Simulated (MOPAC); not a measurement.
MOPAC input (MNDO):

```
MNDO 1SCF UHF MS=0.5 GEO-OK AUX(PRECISION=9) THREADS=1
C2H3Cl2

C     0.58240400 1   -0.78592000 1    0.41261000 1
C    -0.80110000 1   -0.41460300 1    0.65693800 1
Cl   -1.63767200 1    0.16900700 1   -0.90370500 1
Cl    1.79932900 1    0.40702800 1    0.39009000 1
H     0.86121800 1   -1.73769700 1   -0.01329200 1
H    -0.90413000 1    0.41500000 1    1.34907500 1
H    -1.39307900 1   -1.26675400 1    0.97837700 1
```

Output:

```
 *******************************************************************************
 **                                                                           **
 **                              MOPAC v23.2.5                                **
 **                                                                           **
 *******************************************************************************
 ** MOPAC's Digital Object Identifier: https://doi.org/10.5281/zenodo.6511958 **
 **                                                                           **
 ** Please cite the open-source release paper for use of this MOPAC version:  **
 ** J. E. Moussa and J. J. P. Stewart (2026)                                  **
 ** MOPAC: An open-source semiempirical molecular orbital program             **
 ** J. Open Source Softw., 11(119), 8025, https://doi.org/10.21105/joss.08025 **
 *******************************************************************************

                              MNDO CALCULATION RESULTS

 *******************************************************************************
 *  MNDO       - The MNDO Hamiltonian to be used
 *  GEO-OK     - OVERRIDE INTERATOMIC DISTANCE AND OTHER SAFETY CHECKS
 *  UHF        - UNRESTRICTED HARTREE-FOCK CALCULATION
 *  MS=        - IN MECI, MAGNETIC COMPONENT OF SPIN =  0.5
 *  1SCF       - DO 1 SCF AND THEN STOP
 *  AUX        - OUTPUT AUXILIARY INFORMATION
 *******************************************************************************
MNDO 1SCF UHF MS=0.5 GEO-OK AUX(PRECISION=9) THREADS=1
 C2H3Cl2

   ATOM   CHEMICAL          X               Y               Z
  NUMBER   SYMBOL      (ANGSTROMS)     (ANGSTROMS)     (ANGSTROMS)

     1       C          0.58240400  *  -0.78592000  *   0.41261000  *
     2       C         -0.80110000  *  -0.41460300  *   0.65693800  *
     3      Cl         -1.63767200  *   0.16900700  *  -0.90370500  *
     4      Cl          1.79932900  *   0.40702800  *   0.39009000  *
     5       H          0.86121800  *  -1.73769700  *  -0.01329200  *
     6       H         -0.90413000  *   0.41500000  *   1.34907500  *
     7       H         -1.39307900  *  -1.26675400  *   0.97837700  *

          CARTESIAN COORDINATES

    NO.       ATOM           X           Y           Z

     1         C          0.5824     -0.7859      0.4126
     2         C         -0.8011     -0.4146      0.6569
     3        Cl         -1.6377      0.1690     -0.9037
     4        Cl          1.7993      0.4070      0.3901
     5         H          0.8612     -1.7377     -0.0133
     6         H         -0.9041      0.4150      1.3491
     7         H         -1.3931     -1.2668      0.9784

  H: (MNDO): M.J.S. DEWAR, W. THIEL, J. AM. CHEM. SOC., 99, 4899, (1977)
  C: (MNDO): M.J.S. DEWAR, W. THIEL, J. AM. CHEM. SOC., 99, 4899, (1977)
 Cl: (MNDO): M.J.S.DEWAR, H.S.RZEPA, J. COMP. CHEM., 4, 158, (1983)

           Empirical Formula: C2 H3 Cl2  =     7 atoms

      MOLECULAR POINT GROUP   :   C1

          UHF CALCULATION, NO. OF ALPHA ELECTRONS =   13
                           NO. OF BETA  ELECTRONS =   12

 -------------------------------------------------------------------------------
 MNDO 1SCF UHF MS=0.5 GEO-OK AUX(PRECISION=9) THREADS=1
 C2H3Cl2

     1SCF WAS SPECIFIED, SO BFGS WAS NOT USED
     SCF FIELD WAS ACHIEVED

                              MNDO CALCULATION
                                                       MOPAC v23.2.5 Linux

          FINAL HEAT OF FORMATION =         -6.86612 KCAL/MOL =     -28.72786 KJ/MOL

          COSMO AREA              =        115.02 SQUARE ANGSTROMS
          COSMO VOLUME            =        101.68 CUBIC ANGSTROMS

          IONIZATION POTENTIAL    =         10.392460 EV
          ALPHA SOMO LUMO (EV)    =        -10.392  0.419
          BETA  SOMO LUMO (EV)    =        -12.331 -0.893
          NO. OF ALPHA ELECTRONS  =         13
          NO. OF BETA  ELECTRONS  =         12
          MOLECULAR WEIGHT        =         97.9517         POINT GROUP:  C1

          MOLECULAR DIMENSIONS (Angstroms)

            Atom       Atom       Distance
           Cl     4   Cl     3     3.68015
            H     6    H     5     2.92312
           Cl     4    H     7     2.24180

          SCF CALCULATIONS        =          1

   ATOM   CHEMICAL          X               Y               Z
  NUMBER   SYMBOL      (ANGSTROMS)     (ANGSTROMS)     (ANGSTROMS)

     1       C          0.58240400  *  -0.78592000  *   0.41261000  *
     2       C         -0.80110000  *  -0.41460300  *   0.65693800  *
     3      Cl         -1.63767200  *   0.16900700  *  -0.90370500  *
     4      Cl          1.79932900  *   0.40702800  *   0.39009000  *
     5       H          0.86121800  *  -1.73769700  *  -0.01329200  *
     6       H         -0.90413000  *   0.41500000  *   1.34907500  *
     7       H         -1.39307900  *  -1.26675400  *   0.97837700  *

                             CARTESIAN COORDINATES

   1    C        0.582404000    -0.785920000     0.412610000
   2    C       -0.801100000    -0.414603000     0.656938000
   3   Cl       -1.637672000     0.169007000    -0.903705000
   4   Cl        1.799329000     0.407028000     0.390090000
   5    H        0.861218000    -1.737697000    -0.013292000
   6    H       -0.904130000     0.415000000     1.349075000
   7    H       -1.393079000    -1.266754000     0.978377000

           Empirical Formula: C2 H3 Cl2  =     7 atoms

      MOLECULAR POINT GROUP   :   C1

          ALPHA EIGENVALUES
 -36.54761 -27.22133 -25.00902 -23.76734 -17.53692 -16.30503 -15.80588 -14.80223
 -13.95661 -13.01441 -12.44490 -12.39252 -10.39246   0.41939   0.50989   2.99942
   3.29046   3.76577   4.32833

           BETA EIGENVALUES
 -35.81198 -26.94810 -24.71991 -23.32371 -17.38739 -16.11444 -15.23026 -14.73077
 -13.54626 -12.98429 -12.34690 -12.33104  -0.89307   1.09266   1.17506   3.09969
   3.52653   4.23068   4.46491

              NET ATOMIC CHARGES AND DIPOLE CONTRIBUTIONS

  ATOM NO.   TYPE          CHARGE      No. of ELECS.   s-Pop       p-Pop
    1          C          -0.061184        4.0612     1.27326     2.78792
    2          C           0.162278        3.8377     1.21695     2.62077
    3         Cl          -0.229097        7.2291     1.98898     5.24012
    4         Cl          -0.064421        7.0644     1.97907     5.08535
    5          H           0.096523        0.9035     0.90348
    6          H           0.050361        0.9496     0.94964
    7          H           0.045538        0.9545     0.95446
 DIPOLE           X         Y         Z       TOTAL
 POINT-CHG.     0.326    -1.386     1.799     2.294
 HYBRID        -0.030    -0.022    -0.169     0.173
 SUM            0.296    -1.409     1.630     2.175

          ATOMIC ORBITAL ELECTRON POPULATIONS

     Atom    s        px        py        pz
    1  C   1.27326   0.87618   0.88774   1.02400
    2  C   1.21695   0.87793   0.94003   0.80281
    3 Cl   1.98898   1.83284   1.92189   1.48539
    4 Cl   1.97907   1.55518   1.58066   1.94951
    5  H   0.90348
    6  H   0.94964
    7  H   0.95446

                    (SZ)    =    0.500000
                    (S**2)  =    0.761052

          ATOMIC ORBITAL SPIN POPULATIONS

    Atom   Total    s     px     py     pz
         Atomic
    1  C  1.0235  0.060  0.069  0.097  0.798
    2  C -0.1043 -0.007 -0.044 -0.012 -0.041
    3 Cl  0.1005  0.000  0.033  0.012  0.055
    4 Cl  0.0114  0.001 -0.024 -0.014  0.049
    5  H -0.0474 -0.047
    6  H  0.0085  0.009
    7  H  0.0078  0.008

 **********************
 *                    *
 * JOB ENDED NORMALLY *
 *                    *
 **********************

 == MOPAC DONE ==
```

The geometry given is a B3LYP-D3(BJ)/def2-TZVP minimum.
